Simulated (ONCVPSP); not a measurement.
## C: ONCV pseudisation with BLYP, scalar-relativistic reference atom.

Input for ONCVPSP 4.0.1:

```
# ATOM AND REFERENCE CONFIGURATION
# atsym  z   nc   nv     iexc    psfile
  C 6.00    1    2  -106131      upf
#
#   n    l    f
    1    0    2.00
    2    0    2.00
    2    1    1.50
#
# PSEUDOPOTENTIAL AND OPTIMIZATION
# lmax
    2
#
#   l,   rc,      ep,       ncon, nbas, qcut
    0    1.30    0.00    4    7    5.50
    1    2.90    0.00    3    7    4.50
    2    2.75    0.02    4    7    3.80
#
# LOCAL POTENTIAL
# lloc, lpopt,  rc(5),   dvloc0
    4    5    1.05    4.00
#
# VANDERBILT-KLEINMAN-BYLANDER PROJECTORs
# l, nproj, debl
    0    2    1.00
    1    3    2.00
    2    2    1.70
#
# MODEL CORE CHARGE
# icmod, fcfact, rcfact
    3    4.50    1.05
#
# LOG DERIVATIVE ANALYSIS
# epsh1, epsh2, depsh
   -2.00    5.00    0.02
#
# OUTPUT GRID
# rlmax, drl
    6.00    0.01
#
# TEST CONFIGURATIONS
# ncnf
    4
# nvcnf
#   n    l    f
    2
    2    0    2.00
    2    1    2.00
#
    2
    2    0    2.00
    2    1    1.00
#
    2
    2    0    2.00
    2    1    0.00
#
    2
    2    0    1.00
    2    1    0.00
#
```

Command:

```bash
oncvpsp.x < C.dat > C.out
```

Output (shortened: citation, most of the input echo, consistency checks and plot data are left out):

```
ONCVPSP  (Optimized Norm-Conservinng Vanderbilt PSeudopotential)
scalar-relativistic version 4.0.1

#   n    l    f        energy (Ha)
    1    0    2.00    -1.0318420E+01
    2    0    2.00    -7.0702972E-01
    2    1    1.50    -3.9271254E-01

Reference configufation results
  iterations    26
  all-electron total energy (Ha)   -3.76727280D+01

Begin loop to  construct optimized pseudo wave functions
and semi-local pseudopoentials for all angular momenta

   Wellstate for l =  0  n =  3
     eigenvalue =   0.2930
     asymptotic potential =   0.7930
     half-point radius =  3.8187

Calculating optimized projector #   1

 for l=   0

    Fraction of norm inside rc  0.428510
    Optimizing pswf for qcut=   5.49 a_B^-1,  ecut=  15.07 Ha
    Residual kinetic energy error=  1.41D-03 Ha

    Energy error per electron        Cutoff
         Ha          eV             Ha
         0.01000     0.27211        9.69
         0.00100     0.02721       16.75
         0.00010     0.00272       61.59
         0.00001     0.00027       75.05

Calculating optimized projector #   2

 for l=   0

    Fraction of norm inside rc  0.117472
    Optimizing pswf for qcut=   5.49 a_B^-1,  ecut=  15.07 Ha
    Residual kinetic energy error=  8.00D-04 Ha

    Energy error per electron        Cutoff
         Ha          eV             Ha
         0.01000     0.27211        7.98
         0.00100     0.02721       14.49
         0.00010     0.00272       30.99
         0.00001     0.00027       65.17

   Wellstate for l =  1  n =  5
     eigenvalue =   1.6073
     asymptotic potential =   2.1073
     half-point radius =  5.4279

   Wellstate for l =  1  n =  6
     eigenvalue =   3.6073
     asymptotic potential =   4.1073
     half-point radius =  4.6383

Calculating optimized projector #   1

 for l=   1

    Fraction of norm inside rc  0.915342
    Optimizing pswf for qcut=   4.49 a_B^-1,  ecut=  10.10 Ha
    Residual kinetic energy error=  2.35D-06 Ha

    Energy error per electron        Cutoff
         Ha          eV             Ha
         0.01000     0.27211        5.49
         0.00100     0.02721        7.07
         0.00010     0.00272        8.34
         0.00001     0.00027        9.40

Calculating optimized projector #   2

 for l=   1

    Fraction of norm inside rc  0.213763
    Optimizing pswf for qcut=   4.49 a_B^-1,  ecut=  10.10 Ha
    Residual kinetic energy error=  1.96D-04 Ha

    Energy error per electron        Cutoff
         Ha          eV             Ha
         0.01000     0.27211        7.44
         0.00100     0.02721        9.02
         0.00010     0.00272       12.95
         0.00001     0.00027       33.98

Calculating optimized projector #   3

 for l=   1

    Fraction of norm inside rc  0.224846
    Optimizing pswf for qcut=   4.49 a_B^-1,  ecut=  10.10 Ha
    Residual kinetic energy error=  9.55D-03 Ha

    Energy error per electron        Cutoff
         Ha          eV             Ha
         0.01000     0.27211       10.04
         0.00100     0.02721       28.13
         0.00010     0.00272       42.05
         0.00001     0.00027       79.14

   Wellstate for l =  2  n =  3
     eigenvalue =   0.0200
     asymptotic potential =   0.5200
     half-point radius = 16.1700

   Wellstate for l =  2  n =  5
     eigenvalue =   1.7200
     asymptotic potential =   2.2200
     half-point radius =  4.9884

Calculating optimized projector #   1

 for l=   2

    Fraction of norm inside rc  0.030666
    Optimizing pswf for qcut=   3.80 a_B^-1,  ecut=   7.22 Ha
    Residual kinetic energy error=  2.06D-06 Ha

    Energy error per electron        Cutoff
         Ha          eV             Ha
         0.01000     0.27211        0.60
         0.00100     0.02721        1.93
         0.00010     0.00272        4.07
         0.00001     0.00027        5.96

Calculating optimized projector #   2

 for l=   2

    Fraction of norm inside rc  0.221772
    Optimizing pswf for qcut=   3.80 a_B^-1,  ecut=   7.22 Ha
    Residual kinetic energy error=  4.11D-03 Ha

    Energy error per electron        Cutoff
         Ha          eV             Ha
         0.01000     0.27211        6.13
         0.00100     0.02721        9.54
         0.00010     0.00272       25.57
         0.00001     0.00027       30.44

Construct Vanderbilt / Kleinmman-Bylander projectors

B matrix Hermiticity error, ll=   0
   1   2    3.6476E-05

  Orthonormal projector coefficients  6.3182E+00  1.4288E+00

B matrix Hermiticity error, ll=   1
   1   2    2.2503E-05
   1   3   -5.3394E-05
   2   3    4.3342E-05

  Orthonormal projector coefficients -1.7892E+00 -1.0749E+00 -4.0117E-01

B matrix Hermiticity error, ll=   2
   1   2   -5.0538E-06

  Orthonormal projector coefficients -1.3937E+00 -6.8556E-01

Model core correction analysis
  based on d2Exc/dn_idn_j

d2excae - all-electron derivatives

   -5.375609D-02   -4.708934D-02
   -4.709295D-02   -4.480307D-02

d2excps - pseudofunction derivatives with no core correction

   -5.555604D-02   -4.858126D-02
   -4.858311D-02   -4.696356D-02

rms 2nd derivative error    1.757409E-03

rmatch, rhocmatch    0.5959    1.8970

Teter function model core charge with specified parameters

d2excps - pseudofunction derivatives with core correction

   -5.447371D-02   -4.881812D-02
   -4.881894D-02   -4.727116D-02

rms 2nd derivative error    1.773003E-03

Pseudoatom total energy   -5.121215

Diagnostic tests using Vanderbilt-Kleinman-Bylander pseudopotentials
  1 or more projectors used as specified by nproj input data

   l    rcore       rmatch      e in        delta e   norm test  slope test

   0   1.3047798   1.3443958  -0.7070297  -0.0000053   1.0000284   1.0000552
   0   1.3047798   1.3443958   0.2929703   0.0000015   1.0000942   1.0000942

   1   2.9084838   2.9967916  -0.3927125  -0.0000066   0.9999233   0.9999106
   1   2.9084838   2.9967916   1.6072875   0.0000115   0.9999666   0.9999666
   1   2.9084838   2.9967916   3.6072875  -0.0002335   1.0000642   1.0000642

   2   2.7560356   2.8397148   0.0200000   0.0000010   1.0000065   1.0000065
   2   2.7560356   2.8397148   1.7200000   0.0000080   1.0000720   1.0000720

 Testing for bound ghosts
   n   l    E NL Schr. Eq   E Basis Diag.   E Cutoff

   1   0       -0.707035       -0.695556    109.78

   2   1       -0.392719       -0.392581     35.86

   3   2       -0.019368        0.062517     33.57

 Testing for highly-localized positive-energy ghosts
       l    <radius>/rc     E Basis Diag.   E Cutoff

Test configuration 0

   n   l     f        eae           eps        diff
   1   0  2.0000  -10.31842004
   2   0  2.0000   -0.70702972   -0.70703504   -5.32D-06
   2   1  1.5000   -0.39271254   -0.39271916   -6.62D-06

    Total energies and differences
      AE_ref= -3.76727280D+01  AE_tst= -3.76727280D+01  dif=  0.00D+00
      PS_ref= -5.12121466D+00  PS_tst= -5.12121466D+00  dif= -8.88D-16
      PSP excitation error=  8.88D-16

Test configuration 1

   n   l     f        eae           eps        diff
   1   0  2.0000  -10.06701162
   2   0  2.0000   -0.50018843   -0.50062931   -4.41D-04
   2   1  2.0000   -0.19248545   -0.19683461   -4.35D-03

    Total energies and differences
      AE_ref= -3.76727280D+01  AE_tst= -3.78176032D+01  dif= -1.45D-01
      PS_ref= -5.12121466D+00  PS_tst= -5.26748315D+00  dif= -1.46D-01
      PSP excitation error=  1.39D-03

Test configuration 2

   n   l     f        eae           eps        diff
   1   0  2.0000  -10.62048331
   2   0  2.0000   -0.94203194   -0.93652020    5.51D-03
   2   1  1.0000   -0.62449512   -0.61187442    1.26D-02

    Total energies and differences
      AE_ref= -3.76727280D+01  AE_tst= -3.74196582D+01  dif=  2.53D-01
      PS_ref= -5.12121466D+00  PS_tst= -4.87090504D+00  dif=  2.50D-01
      PSP excitation error=  2.76D-03

Test configuration 3

   n   l     f        eae           eps        diff
   1   0  2.0000  -11.36319423
   2   0  2.0000   -1.48102663   -1.44448027    3.65D-02

    Total energies and differences
      AE_ref= -3.76727280D+01  AE_tst= -3.65312360D+01  dif=  1.14D+00
      PS_ref= -5.12121466D+00  PS_tst= -4.01985665D+00  dif=  1.10D+00
      PSP excitation error=  4.01D-02

Test configuration 4

   n   l     f        eae           eps        diff
   1   0  2.0000  -12.22019210
   2   0  1.0000   -2.06261129   -2.01349282    4.91D-02

    Total energies and differences
      AE_ref= -3.76727280D+01  AE_tst= -3.47615958D+01  dif=  2.91D+00
      PS_ref= -5.12121466D+00  PS_tst= -2.29249261D+00  dif=  2.83D+00
      PSP excitation error=  8.24D-02
```

The run took about 3.6 s on one core of a shared server CPU.
